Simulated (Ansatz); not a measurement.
Cartesian coordinates in Å:
```
C -0.575 1.468 0.857
C -0.711 0.252 -0.057
C -0.670 0.684 -1.522
Mg 0.679 -1.273 0.393
N 1.928 -2.636 0.798
H -1.331 2.234 0.627
H -0.691 1.216 1.916
H 0.400 1.956 0.748
H -1.701 -0.190 0.128
H -0.856 -0.145 -2.212
H -1.424 1.455 -1.738
H 0.299 1.118 -1.794
H 2.288 -3.332 0.162
H 2.364 -2.806 1.693
```

Charge 0, multiplicity 1.

Question: List the CAM-B3LYP/def2-TZVPP orbital energies in eV (Ansatz 0.2.0). (Estimate.)

Answer: Ansatz gave: Occupied: -1275.26, -389.54, -278.20, -278.19, -277.79, -85.83, -51.73, -51.69, -51.47, -23.27, -22.89, -20.40, -17.05, -13.67, -13.49, -13.29, -12.38, -11.85, -11.01, -10.58, -10.43, -7.62, -7.50. Lowest empty: 0.02, 0.92, 1.23, 2.35, 3.08, 3.44, 3.65, 3.66.
